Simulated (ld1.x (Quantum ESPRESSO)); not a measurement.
# Hg, TM: configuration errors across variants

mercury (Hg), norm-conserving Troullier–Martins (Kleinman–Bylander form), made with ld1.x (Quantum ESPRESSO) 7.5 (Wu–Cohen, scalar-relativistic). Core [Xe] 4f14, reference 5d10 6s0 6p0 (charge +2). Waves: 6s (bound, empty): rc 1.80 bohr; 6p (bound, empty): rc 2.30 bohr; 5d (bound): rc 1.85 bohr. Local part: the d channel. Core correction: none.

All-electron excitation energies from the reference (eV): (1) 5d10 6s2 6p0 -29.769; (2) 5d10 6s1 6p0 -19.018; (3) 5d9 6s0 6p0 35.563; (4) 5d10 6s0 6p1 -11.465; (5) 5d10 6s1.5 6p0 -25.382; (6) 5d9 6s2 6p1 -19.344; (7) 5d10 6s0 6p2 -16.977.

Tests that are not counted but printed errors over 1 eV. “wave 6p (bound): rc 2.30 bohr becomes 6p (bound): rc 1.48 bohr”: 5d10 6s0 6p2 (solver errors, printed error -11.2 eV); 5d10 6s0 6p1 (solver errors, printed error -3.1 eV); 1 more.

A true bound ghost makes a file unfit for plane-wave use even where its test errors are small: the radial tests pick states by their node count and pass the ghost by. Where a test does run into it, the solver fails or the error is huge.

Errors AE − PS in meV (a dash: test not solved or not reliable):

```tsv
change	(1)	(2)	(3)	(4)	(5)	(6)	(7)	bound ghosts
base	+27	+15	-35	+9.2	+22	-71	+6.3	s, p
wave 6p (bound): rc 2.30 bohr becomes 6p (bound): rc 1.48 bohr	+27	+15	-35	–	+22	–	–	p, s
wave 6p (bound): rc 2.30 bohr becomes 6p (bound): rc 1.82 bohr	+27	+15	-35	+6.0	+22	-33	-38	s, p
wave 6p (bound): rc 2.30 bohr becomes 6p (bound): rc 2.04 bohr	+27	+15	-35	+8.3	+22	-58	-6.5	s, p
wave 6p (bound): rc 2.30 bohr becomes 6p (bound): rc 2.40 bohr	+27	+15	-35	+9.2	+22	-73	+7.1	s, p
wave 6p (bound): rc 2.30 bohr becomes 6p (bound): rc 2.64 bohr	+27	+15	-35	+9.2	+22	-75	+8.2	s, p
wave 6p (bound): rc 2.30 bohr becomes 6p (bound): rc 2.94 bohr	+27	+15	-35	+8.9	+22	-74	+7.2	s, p
wave 6p (bound): rc 2.30 bohr becomes 6p (bound): rc 3.42 bohr	+27	+15	-35	+3.2	+22	-71	-5.5	s, p
```

Q: Give the same row for: wave 6p (bound): rc 2.30 bohr becomes 6p (bound): rc 3.18 bohr.

A: +27, +15, -35, +6.3, +22, -71, +1.3; bound ghosts: s, p.
